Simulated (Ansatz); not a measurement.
Mulliken charges of FGa₂H₃, SMILES `[F][GaH][GaH2]` from r2SCAN/def2-TZVPP in Ansatz (PBE0-D4/def2-TZVP geometry).

| atom | x (Å) | y (Å) | z (Å) | charge (e) |
| --- | --- | --- | --- | --- |
| F1 | -0.552 | -2.288 | 0.558 | -0.396 |
| Ga2 | -0.778 | -0.828 | -0.423 | 0.457 |
| Ga3 | 0.755 | 0.973 | 0.284 | 0.164 |
| H4 | -1.900 | -1.037 | -1.505 | -0.085 |
| H5 | 2.185 | 1.113 | -0.354 | -0.070 |
| H6 | 0.332 | 2.003 | 1.394 | -0.070 |

Question: By hand: the dipole of these point charges (1 e Å = 4.8032 D).

Answer: Σ q r = (-0.028, 0.557, -0.313) e Å, of length 0.640 e Å = 3.07 D.

Question: How does the dipole of the full density compare? (An estimate is asked.)

Answer: The calculation gave: (0.019, 0.440, -0.204) e Å, 2.33 D; the point charges give 1.32 times that, at 7° from its direction.

Point charges leave out the atoms' own dipoles, such as those of lone pairs, and Mulliken's split depends on the basis, so the two needn't agree.
